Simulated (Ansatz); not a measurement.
Mg2Al2, relaxed as a singlet with RKS PBE0-D4/def2-TZVP in Ansatz, starting from the GFN1-xTB geometry. Force threshold 0.02 eV/Å.

The restricted singlet is unstable: a solution with broken spin symmetry lies lower. The structure comes from a short search, and lower isomers may exist.

Start:

```csv
atom,x (Å),y (Å),z (Å)
Al1,0.644,0.962,2.277
Al2,-0.496,-0.474,0.583
Mg3,1.557,0.085,-1.070
Mg4,-1.704,-0.573,-1.790
```

Q: Estimate the energy that the relaxation releases and the steps that it takes.

A: 17.9 kcal/mol, in 12 steps; 38 s on 2 threads of Intel Xeon Platinum 8488C on a shared host. No frequencies were taken in this run, so the end may be a saddle point.

Q: Does the start keep its bonding and symmetry?

A: Bonds formed: Al1–Mg3, Al1–Mg4 (atoms count from 1).

Q: Predict the relaxed structure.

A: 
```tsv
atom	x (Å)	y (Å)	z (Å)
Al1	0.010	1.197	1.110
Al2	-0.272	-1.413	0.768
Mg3	1.627	-0.077	-0.751
Mg4	-1.364	0.294	-1.126
```
Bond lengths (bridged metal pairs left out): 4 × Al–Mg 2.77 to 2.78 Å; 1 × Al–Al 2.65 Å; 1 × Mg–Mg 3.04 Å.
